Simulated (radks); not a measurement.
Results of a calculation; reference values are marked as such.
Question: Valence configurations of Si III (all share [Ne]). Code: a radial shooting solver on a logarithmic mesh with Libxc functionals. Model: Dirac Kohn-Sham, BLYP, spin-unpolarised, spherical densities, point nucleus; open shells fill j = l - 1/2 first. Order these by energy: 3s1 3p1; 3p2; 3s1.5 3p0.5; 3s2.

Answer: From the lowest, in eV above it: 3s2 0.000; 3s1.5 3p0.5 4.007; 3s1 3p1 8.036; 3p2 16.154. NIST lists [Ne] 3s2 as the ground configuration; this level of theory agrees among the configurations tried. The energies are those of spherical spin-averaged densities, not of single terms.
